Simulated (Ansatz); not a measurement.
`ClB(Cl)[SeH]` + H₂ → `ClB[SeH]` + HCl at 500 K and 1 bar (hydrogenolysis of a B–Cl bond).

Calculated with Ansatz (gas phase, PBE0-D4/def2-TZVP geometries, no zero-point term in ΔE). CCSD(T)/CBS adds triple-zeta CCSD(T) − MP2 to the extrapolated MP2 energy (def2 sets, frozen cores). This one scheme is used for every species. For Se outer-core shells are correlated without core-valence functions, which leaves a few kJ/mol of doubt a bond. Scalar relativity is left out up to krypton. One conformer a species, not always the lowest.

```csv
species,CCSD(T)/CBS energy (Eh),H − E (kJ/mol),S (J/(mol·K))
`ClB(Cl)[SeH]`,-3345.76079,72.1,365.9
H₂,-1.17544,41.0,145.5
`ClB[SeH]`,-2886.53463,85.9,328.3
HCl,-460.38127,32.5,201.9
```

H − E and S are ideal-gas, rigid-rotor, harmonic terms from PBE0-D4/def2-TZVP, for one conformer and one mirror image of each species. The MP2-based limit puts H₂ 0.8 mEh under its directly extrapolated value; such offsets cancel only in part. 1 Eh = 2625.50 kJ/mol, R = 8.31446 J/(mol·K).

Q: By hand: ΔE, ΔH, ΔS and ΔG.

A: ΔE = (-2886.53463) + (-460.38127) − (-3345.76079) − (-1.17544) = 0.02033 Eh = 53.4 kJ/mol. Δ(H − E) = 85.9 + 32.5 − 72.1 − 41.0 = 5.3, so ΔH = 58.7 kJ/mol. ΔS = 328.3 + 201.9 − 365.9 − 145.5 = 18.8 J/(mol·K). ΔG = 58.7 − 500 × (18.8)/1000 = 49.3 kJ/mol.

Q: By hand: the equilibrium constant, and the temperature at which ΔG would vanish if ΔH and ΔS stayed fixed.

A: log₁₀ K = −ΔG/(RT ln 10) = -5.2. ΔG = 0 at ΔH/ΔS = 3122 K, far beyond where these terms or the molecules hold.

ΔH outweighs TΔS. A doubt of 5 kJ/mol in ΔE shifts log₁₀ K by 0.5 here. Other conformers and mirror images would add mixing entropy, several J/(mol·K) or more a flexible species. These are equilibria of isolated gas molecules and say nothing of rates. Largest T1 diagnostic: 0.012 (customary marks: 0.02 for closed shells, 0.045 for open ones).
